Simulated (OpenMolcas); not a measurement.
**F⁺: the spin-orbit constant, Slater's ratio, worked from levels**

```json
{
  "Program": "OpenMolcas",
  "Basis": "ANO-RCC-VQZP [5s4p3d2f1g]",
  "Scalar Hamiltonian": "DKH2, point nucleus",
  "Active space": "4 electrons in 9 orbitals (RAS2 2p; RAS3 3s 3d, at most 1 electron)",
  "State averaging": "2S+1 = 3 even, 3 roots; 2S+1 = 1 even, 6 roots; 2S+1 = 5 odd, 1 root; 2S+1 = 3 odd, 9 roots; 2S+1 = 1 odd, 8 roots",
  "Spin-orbit coupling": "state interaction with AMFI integrals over the reference wave functions, term energies averaged over their components"
}
```

Methods: RASSCF; SS-RASPT2, IPEA 0.25 Eh, imaginary shift 0.1 Eh (closed shells correlated: 1s 2s). Measured levels: NIST Handbook of Basic Atomic Spectroscopic Data.

**The spin-orbit constant.** For the Hund term 3P of p4, E(J) = (A/2) J(J+1) + constant and ζ = -2S·A = -2A. From J = 0 to J = 2 the energy changes by 3 A.

| Source | E(2) - E(0) | A | ζ |
| --- | --- | --- | --- |
| RASSCF | -474.8 | -158.3 | 317 |
| SS-RASPT2 | -474.5 | -158.2 | 316 |
| measured | -489.7 | -163.2 | 326 |

All in cm-1. SS-RASPT2 is off by -3.1 % and RASSCF by -3.0 %. Both methods take the spin-orbit matrix elements from the reference wave functions, so the second can move ζ only through the term energies and any multistate remixing. Second-order mixing with other terms is absorbed into this ζ.

**Slater's ratio.** With one set of orbitals, p4 has 1D - 3P = 6 F2 and 1S - 1D = 9 F2 (F2 = F²/25), a ratio of 3/2. Term energies are centres of gravity, weighted by 2J + 1.

```tsv
Source	1D - 3P	1S - 3P	F2 from the first	Ratio
RASSCF	22641	56352	3774	1.489
SS-RASPT2	20665	49551	3444	1.398
measured	20705	44750	3451	1.161
```

Energies in cm-1. A ratio away from 3/2 shows effects beyond one configuration with one set of orbitals, and in heavier atoms second-order spin-orbit shifts.

CASPT2 breaks the degeneracy within a term, and the mean is taken; among the terms shown or strongly mixed into the levels shown the widest spread is 54 cm-1 (2s2 2p4 1D, SS-RASPT2). With the s shell closed, the reference lacks s² → p² mixing. Without dynamic correlation excited terms often stand tens of per cent too high (terms of higher spin than the ground term too low), and those without a measured partner can miss by more than the paired ones (holds for RASSCF). Computed and measured levels are paired by configuration, term and J; levels that our copy of the source lacks, or whose pairing is in doubt (as where it misses far off the trend of its configuration), stay unpaired and out of the deviations. Only configurations of the active space appear.
